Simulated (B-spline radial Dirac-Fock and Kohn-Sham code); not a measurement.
Ionisation energies of dysprosium ions, computed and tabulated

Method: ΔSCF Dirac-Fock with Breit, self-energy and vacuum polarisation, finite nucleus, configuration average. Computed with a radial B-spline solver. Each value is the difference of the configuration-average energies of two neighbouring ions in their tabulated ground configurations. Correlation energy is missing from these numbers. NIST's values refer to the lowest levels; many for high charge states are themselves semi-empirical or theoretical. Where a p, d or f shell is open in either ion the computed value averages over both j values and all terms, while the table refers to the lowest levels; that difference holds spin-orbit splitting (largest in heavy or highly charged ions), term energies where several electrons share open shells, and correlation, and it can reach 10 % or more.

```tsv
ion	configuration	computed (eV)	NIST (eV)	kind	NIST − computed (eV)
Dy¹⁵⁺	[Kr] 4d10 4f5	319.0	332 ± 16	theoretical	+13.05
Dy¹⁶⁺	[Kr] 4d10 4f4	354.0	366 ± 19	theoretical	+11.98
Dy¹⁷⁺	[Kr] 4d10 4f3	390.4	399 ± 20	theoretical	+8.63
Dy¹⁸⁺	[Kr] 4d10 4f2	428.0	431 ± 21	theoretical	+3.03
Dy¹⁹⁺	[Kr] 4d10 4f1	466.8	464.9 ± 2.5	theoretical	-1.90
Dy²⁰⁺	[Kr] 4d10	667.1	664 ± 4	theoretical	-3.13
Dy²¹⁺	[Kr] 4d9	707.3	702 ± 4	theoretical	-5.34
Dy²²⁺	[Kr] 4d8	748.2	743 ± 4	theoretical	-5.22
Dy²³⁺	[Kr] 4d7	789.8	786 ± 4	theoretical	-3.76
Dy²⁴⁺	[Kr] 4d6	832.0	827 ± 4	theoretical	-4.95
```

Q: Where in this range is the largest relative jump, and why?

A: From Dy¹⁹⁺ (466.8 eV) to Dy²⁰⁺ (667.1 eV), a factor of 1.43. The configuration goes from [Kr] 4d10 4f1 to [Kr] 4d10, so the next electron comes out of a deeper subshell.
